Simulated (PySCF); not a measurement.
# Dipole response of S²⁺ (sulfur, charge +2)

[Ne] 3s2 3p2, high-spin 3P determinant. Calculation: PySCF 2.14, in aug-cc-pVDZ-DK (5s4p2d, 27 functions); the spin-free X2C one-electron Hamiltonian (Gaussian nucleus). Coupled (time-dependent) response in atomic units; α is the mean over directions. A double-zeta set is small for polarisabilities.

```
method  mean α (bohr³)         α xx, yy, zz  C₆ (like pair)  S(−4)
   UHF           7.464  7.678, 7.357, 7.357           27.38  20.08
   PBE           7.372  7.383, 7.366, 7.366           26.87  18.47
  PBE0           7.263  7.447, 7.171, 7.171           26.40  17.81
  BLYP           7.211  7.348, 7.142, 7.142           26.12  17.33
 B97-3           7.319  7.454, 7.251, 7.251           26.70  18.10
```

S(−4) is the Cauchy moment in α(ω) = α(0) + S(−4) ω² + …

α(iu) at PBE:

```json
{"u (hartree)": "0", "α(iu) (bohr³)": "7.372"}
{"u (hartree)": "0.0500", "α(iu) (bohr³)": "7.326"}
{"u (hartree)": "0.100", "α(iu) (bohr³)": "7.192"}
{"u (hartree)": "0.200", "α(iu) (bohr³)": "6.711"}
{"u (hartree)": "0.300", "α(iu) (bohr³)": "6.051"}
{"u (hartree)": "0.500", "α(iu) (bohr³)": "4.640"}
{"u (hartree)": "0.750", "α(iu) (bohr³)": "3.222"}
{"u (hartree)": "1.00", "α(iu) (bohr³)": "2.274"}
{"u (hartree)": "1.50", "α(iu) (bohr³)": "1.248"}
{"u (hartree)": "2.00", "α(iu) (bohr³)": "0.7716"}
{"u (hartree)": "3.00", "α(iu) (bohr³)": "0.3747"}
{"u (hartree)": "5.00", "α(iu) (bohr³)": "0.1464"}
```

For an ion, C₆ is the dispersion term alone; charge-induced terms of lower order in 1/R come first.

The components differ because the open shell of this determinant is not spherical; for a pure term their mean is the scalar polarisability.
